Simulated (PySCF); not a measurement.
**Sn (tin, neutral) across methods**

[Kr] 4d10 5s1 5p2 6s1, high-spin 5P determinant (an excited configuration). All numbers are calculated (PySCF 2.14, scalar relativity through the core potential, in aug-cc-pwCVDZ-PP with ECP28MDF (6s5p4d1f, 48 functions)).

| method | E (hartree) | mean ε 5s α (eV) | mean ε 5p α (eV) | mean ε 6s α (eV) | Σ⟨r²⟩ (bohr²) | ⟨S²⟩ |
| --- | --- | --- | --- | --- | --- | --- |
| PBE | -213.8694 | -14.979 | -7.261 | -1.778 | 87.45 | 6.001 |
| TPSS | -213.7854 | -15.041 | -7.315 | -1.738 | 87.92 | 6.002 |
| UHF | -213.03116 | -20.398 | -10.968 | -2.838 | 89.59 | 6.003 |
| B97-3 | -213.9173 | -16.409 | -8.212 | -2.082 | 88.21 | 6.001 |
| r2SCAN | -213.9592 | -15.620 | -7.684 | -1.766 | 87.74 | 6.003 |
| PBE0 | -213.8885 | -16.513 | -8.312 | -2.119 | 87.83 | 6.002 |
| LC-wPBE | -213.9092 | -19.825 | -10.893 | -3.165 | 88.19 | 6.002 |
| B3LYP | -213.9416 | -16.141 | -7.981 | -1.966 | 87.67 | 6.001 |

Task: Estimate the same row for LDA.

Result: E (hartree) = -213.5182; mean ε 5s α (eV) = -15.237; mean ε 5p α (eV) = -7.358; mean ε 6s α (eV) = -1.867; Σ⟨r²⟩ (bohr²) = 86.92; ⟨S²⟩ = 6.001.

Energies and moments cover only the electrons outside the core potential. The outer electron is Rydberg-like, and this basis confines it to a smaller radius and binds it less than a complete one would.
